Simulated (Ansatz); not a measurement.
Mulliken charges of CH3BOS (`B1OCS1`) from ωB97M-V/def2-TZVPP in Ansatz (PBE0-D4/def2-TZVP geometry).

| atom | x (Å) | y (Å) | z (Å) | charge (e) |
| --- | --- | --- | --- | --- |
| B1 | -0.978 | 0.435 | -0.474 | 0.110 |
| O2 | -0.308 | 0.576 | 0.712 | -0.289 |
| C3 | 0.744 | -0.321 | 0.381 | -0.026 |
| S4 | 0.123 | -0.745 | -1.294 | -0.150 |
| H5 | -1.989 | 0.978 | -0.783 | 0.081 |
| H6 | 1.707 | 0.188 | 0.357 | 0.137 |
| H7 | 0.761 | -1.178 | 1.054 | 0.137 |

Question: By hand: the dipole of these point charges (1 e Å = 4.8032 D).

Answer: Σ q r = (0.121, -0.055, 0.056) e Å, of length 0.144 e Å = 0.69 D.

Question: How does the dipole of the full density compare? (Estimate.)

Answer: Ansatz gave: (0.194, -0.087, 0.093) e Å, 1.11 D; the point charges give 0.62 times that, at 1° from its direction.

Point charges leave out the atoms' own dipoles, such as those of lone pairs, and Mulliken's split depends on the basis, so the two needn't agree.
